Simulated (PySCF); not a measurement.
4,4-difluorobuta-1,2-diene (C₄H₄F₂), SMILES C=C=CC(F)F.

Geometry optimised at r2SCAN-D4/def2-SVP. One conformer was computed; it need not be the lowest.

All values below come from r2SCAN-D4/def2-SVP in PySCF 2.14.0.

Harmonic, unscaled wavenumbers; measured fundamentals usually lie a few per cent lower.

| mode | ν (cm⁻¹) | IR (km/mol) | Raman (Å⁴/amu) | depolarisation | moving atoms (share of kinetic energy) |
|---|---|---|---|---|---|
| 1 | 61 | 0.4 | 5.4 | 0.75 | F 43 %, C 40 %, H 16 % |
| 2 | 163 | 0.2 | 8.9 | 0.72 | C 71 %, H 17 %, F 13 % |
| 3 | 309 | 1.5 | 0.1 | 0.75 | H 52 %, F 38 %, C 10 % |
| 4 | 351 | 5.9 | 0.7 | 0.75 | C 61 %, H 35 % |
| 5 | 426 | 17.2 | 3.0 | 0.37 | F 56 %, C 38 % |
| 6 | 507 | 25.6 | 2.7 | 0.48 | C 76 %, H 16 %, F 8 % |
| 7 | 608 | 0.6 | 2.9 | 0.10 | F 69 %, C 28 % |
| 8 | 636 | 0.3 | 3.8 | 0.75 | H 43 %, C 41 %, F 17 % |
| 9 | 847 | 57.2 | 0.4 | 0.74 | H 75 %, C 25 % |
| 10 | 877 | 21.1 | 7.0 | 0.75 | H 85 %, C 14 % |
| 11 | 980 | 0.0 | 0.4 | 0.75 | H 61 %, C 39 % |
| 12 | 1059 | 8.3 | 30.7 | 0.23 | C 65 %, H 30 % |
| 13 | 1087 | 221.5 | 3.5 | 0.75 | C 60 %, F 33 % |
| 14 | 1117 | 219.4 | 2.1 | 0.73 | C 59 %, F 30 %, H 11 % |
| 15 | 1138 | 34.5 | 15.3 | 0.57 | H 50 %, C 49 % |
| 16 | 1282 | 2.4 | 8.3 | 0.38 | H 69 %, C 29 % |
| 17 | 1364 | 22.0 | 5.2 | 0.75 | H 86 %, C 13 % |
| 18 | 1392 | 67.7 | 8.1 | 0.59 | H 79 %, C 21 % |
| 19 | 1470 | 32.3 | 7.8 | 0.75 | C 57 %, H 42 % |
| 20 | 2074 | 90.7 | 0.4 | 0.61 | C 98 % |
| 21 | 3076 | 36.2 | 79.9 | 0.24 | H 92 %, C 8 % |
| 22 | 3128 | 0.2 | 208.3 | 0.14 | H 94 % |
| 23 | 3151 | 0.3 | 145.0 | 0.24 | H 92 %, C 8 % |
| 24 | 3221 | 0.8 | 129.4 | 0.75 | H 89 %, C 11 % |
